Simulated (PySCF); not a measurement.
Structure from NMR data

The spectra below were simulated for a compound C7H3F3.

¹H NMR (600 MHz, computed): δ 6.57 (m, 1H), 6.40 (m, 1H), 2.25 (s, 1H).

¹³C{¹H} NMR (computed): δ 142.0 (CH), 132.3 (C), 125.1 (CH), 95.5 (C), 86.8 (CH), 73.3 (C), 72.7 (C).

Method: GFN2-xTB structure, shielding tensors at PBE0/pcSseg-1 (GIAO), in PySCF 2.14 (gas phase, non-relativistic Hamiltonian, rapidly exchanging positions averaged, one computed conformer).

Shifts are taken against calculated references (same method and geometry level): TMS for ¹H, ¹³C.

Q: Which of these isomers gave the spectra?
A. C#C/C=C(\F)C#CC(F)F
B. C#CC#C/C=C/C(F)(F)F
C. C#CCC#CC(F)=C(F)F

A: B. 

1. The formula gives 5 degrees of unsaturation (no ring in the answer).
2. 7 carbon signals for 7 carbons: no two carbons are equivalent.
3. Carbon types of the structure: 4 × C, 3 × CH, which accounts for all hydrogens.
4. δC 142.0, 125.1: alkene CH; the olefinic region.
5. δC 132.3: CF3 carbon; 3 electronegative neighbours deshield it.
6. δC 95.5, 73.3, 72.7: alkyne carbon; sp carbons lie upfield of alkene carbons because the cylindrical π system leaves one tensor component strongly shielded.
7. δC 86.8: terminal alkyne carbon; the triple bond shields along its axis, which puts it between sp3 and sp2 carbons.
8. δH 2.25: hydrogen on a terminal alkyne carbon; it lies on the axis of the triple bond, in its shielding cone.

The others: C#C/C=C(\F)C#CC(F)F has carbons computed at 160.8, 110.3, 110.2, 105.9, 97.3, 88.3, 79.3; C#CCC#CC(F)=C(F)F would give 2 signals for carbon-bound and other non-exchanging H, not 3.

Splittings by ¹⁹F in the carbon and heteronuclear signals aren't shown, as no couplings were computed. Shifts are as computed. Against solution values, carbons near 30 ppm lie about +3 ppm off and those near 130 ppm about +5 ppm. Of 1211 compounds with measured shifts, 218 miss one by over three times the rms of a fit or turn the order of signals round; such compounds aren't used in these exercises. No couplings were computed; multiplicities are counted from neighbouring protons, with m where these are inequivalent, close in shift, in a saturated or five-membered ring or joined by F or P, and br s for small geminal =CH2 splittings.
